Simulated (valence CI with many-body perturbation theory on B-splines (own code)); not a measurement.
La⁵¹⁺: calculated level list

Computed by configuration interaction combined with many-body perturbation theory (CI+MBPT): four valence electrons over a frozen Dirac-Fock core [He], radial functions for each j: 11 s, 11 p, 10 d, 8 f, 5 g, 2 h, with the one-electron correlation potential Σ1 (screened to all orders), the two-electron term Σ2, the three-electron term Σ3, Breit, model QED; selected single and double excitations, second order for the rest, scaled by the run's own slope (own B-spline code, finite nucleus).

The last digits are not significant, and no measured levels were compared; by estimate large intervals hold to a few tenths of a per cent, small ones and those within an open d or f shell to about a per cent. Among the levels kept, up to 880 cm⁻¹ of a level comes from second order outside the variational space, and about a tenth of that is noise between levels of different J, which matters for small intervals.

Levels 1 to 45 of 208, with energies above the lowest level, (2s^2 2p1/2^2) J=0. "Leading %" is the weight of the configuration and term that name the level; weights of strongly mixed levels are sums over their largest components and can fall short. In the jj column 3d3/2^4 stands for four electrons in 3d with j = 3/2.

| No. | Configuration | Term | J | E (Ry) | Leading % | Leading jj | g |
| --- | --- | --- | --- | --- | --- | --- | --- |
| 1 | 2s²2p² | ³P | 0 | 0.00 | 70 | 2s^2 2p1/2^2 (100 %) |  |
| 2 | 2s²2p² | ³P | 1 | 31.30 | 100 | 2s^2 2p1/2 2p3/2 (100 %) | 1.482 |
| 3 | 2s²2p² | ¹D | 2 | 32.50 | 63 | 2s^2 2p1/2 2p3/2 (100 %) | 1.160 |
| 4 | 2s2p³ | ³P° | 2 | 46.10 | 46 | 2s 2p1/2^2 2p3/2 (98 %) | 1.553 |
| 5 | 2s2p³ | ³D° | 1 | 50.85 | 35 | 2s 2p1/2^2 2p3/2 (99 %) | 1.091 |
| 6 | 2s²2p² | ³P | 2 | 64.82 | 63 | 2s^2 2p3/2^2 (99 %) | 1.297 |
| 7 | 2s²2p² | ¹S | 0 | 68.02 | 69 | 2s^2 2p3/2^2 (99 %) |  |
| 8 | 2s2p³ | ⁵S° | 2 | 76.06 | 48 | 2s 2p1/2 2p3/2^2 (99 %) | 1.547 |
| 9 | 2s2p³ | ³D° | 3 | 78.76 | 100 | 2s 2p1/2 2p3/2^2 (100 %) | 1.311 |
| 10 | 2s2p³ | ³P° | 0 | 81.73 | 100 | 2s 2p1/2 2p3/2^2 (100 %) |  |
| 11 | 2s2p³ | ³S° | 1 | 82.92 | 47 | 2s 2p1/2 2p3/2^2 (99 %) | 1.297 |
| 12 | 2s2p³ | ¹D° | 2 | 83.67 | 73 | 2s 2p1/2 2p3/2^2 (99 %) | 1.067 |
| 13 | 2s2p³ | ³P° | 1 | 83.91 | 56 | 2s 2p1/2 2p3/2^2 (99 %) | 1.339 |
| 14 | 2p⁴ | ³P | 2 | 99.51 | 69 | 2p1/2^2 2p3/2^2 (99 %) | 1.328 |
| 15 | 2p⁴ | ¹S | 0 | 102.97 | 61 | 2p1/2^2 2p3/2^2 (98 %) |  |
| 16 | 2s2p³ | ³P° | 2 | 113.00 | 52 | 2s 2p3/2^3 (99 %) | 1.415 |
| 17 | 2s2p³ | ¹P° | 1 | 117.50 | 40 | 2s 2p3/2^3 (99 %) | 1.191 |
| 18 | 2p⁴ | ³P | 1 | 131.56 | 100 | 2p1/2 2p3/2^3 (100 %) | 1.482 |
| 19 | 2p⁴ | ¹D | 2 | 132.80 | 70 | 2p1/2 2p3/2^3 (100 %) | 1.129 |
| 20 | 2p⁴ | ³P | 0 | 166.60 | 62 | 2p3/2^4 (100 %) |  |
| 21 | 2s²2p3s | ³P° | 0 | 418.71 | 99 | 2s^2 2p1/2 3s (99 %) |  |
| 22 | 2s²2p3s | ³P° | 1 | 418.92 | 67 | 2s^2 2p1/2 3s (99 %) | 1.319 |
| 23 | 2s²2p3p | ³D | 1 | 423.18 | 73 | 2s^2 2p1/2 3p1/2 (99 %) | 0.650 |
| 24 | 2s²2p3p | ³P | 0 | 425.53 | 68 | 2s^2 2p1/2 3p1/2 (99 %) |  |
| 25 | 2s2p²3s | ⁵P | 1 | 431.52 | 35 | 2s 2p1/2^2 3s (76 %) | 1.922 |
| 26 | 2s²2p3p | ³D | 2 | 433.69 | 54 | 2s^2 2p1/2 3p3/2 (99 %) | 1.157 |
| 27 | 2s2p²3s | ³P | 0 | 434.01 | 70 | 2s 2p1/2^2 3s (98 %) |  |
| 28 | 2s²2p3p | ³P | 1 | 434.21 | 37 | 2s^2 2p1/2 3p3/2 (77 %) | 1.641 |
| 29 | 2s2p²3p | ³P° | 1 | 436.73 | 30 | 2s 2p1/2^2 3p1/2 (90 %) | 1.349 |
| 30 | 2s2p²3p | ³P° | 0 | 436.89 | 47 | 2s 2p1/2^2 3p1/2 (98 %) |  |
| 31 | 2s²2p3d | ³F° | 2 | 437.29 | 74 | 2s^2 2p1/2 3d3/2 (100 %) | 0.752 |
| 32 | 2s²2p3d | ³D° | 1 | 439.01 | 47 | 2s^2 2p1/2 3d3/2 (90 %) | 0.885 |
| 33 | 2s²2p3d | ³P° | 2 | 440.71 | 47 | 2s^2 2p1/2 3d5/2 (98 %) | 1.282 |
| 34 | 2s²2p3d | ³F° | 3 | 440.94 | 48 | 2s^2 2p1/2 3d5/2 (100 %) | 1.103 |
| 35 | 2s2p²3p | ³P° | 2 | 447.09 | 32 | 2s 2p1/2^2 3p3/2 (97 %) | 1.530 |
| 36 | 2s2p²3p | ³D° | 1 | 447.43 | 34 | 2s 2p1/2^2 3p3/2 (98 %) | 1.112 |
| 37 | 2s2p²3d | ³D | 1 | 450.64 | 42 | 2s 2p1/2^2 3d3/2 (98 %) | 0.444 |
| 38 | 2s2p²3d | ³D | 2 | 450.99 | 30 | 2s 2p1/2^2 3d3/2 (95 %) | 1.152 |
| 39 | 2s²2p3s | ³P° | 2 | 452.01 | 98 | 2s^2 2p3/2 3s (98 %) | 1.482 |
| 40 | 2s²2p3s | ¹P° | 1 | 452.48 | 66 | 2s^2 2p3/2 3s (98 %) | 1.139 |
| 41 | 2s2p²3d | ³D | 3 | 453.91 | 34 | 2s 2p1/2^2 3d5/2 (98 %) | 1.353 |
| 42 | 2s2p²3d | ³F | 2 | 455.02 | 32 | 2s 2p1/2^2 3d5/2 (94 %) | 1.008 |
| 43 | 2s²2p3p | ³P | 1 | 457.35 | 51 | 2s^2 2p3/2 3p1/2 (96 %) | 1.455 |
| 44 | 2s²2p3p | ³D | 2 | 457.54 | 44 | 2s^2 2p3/2 3p1/2 (96 %) | 1.168 |
| 45 | 2s2p²3s | ⁵P | 2 | 461.35 | 85 | 2s 2p1/2 2p3/2 3s (98 %) | 1.742 |

The ionisation energy to 2s²2p ²P°1/2 of the next ion comes out as 10137 eV (NIST: 10136 ± 4 eV (theoretical)). All 208 levels together are meant to be complete up to 535.03 Ry.
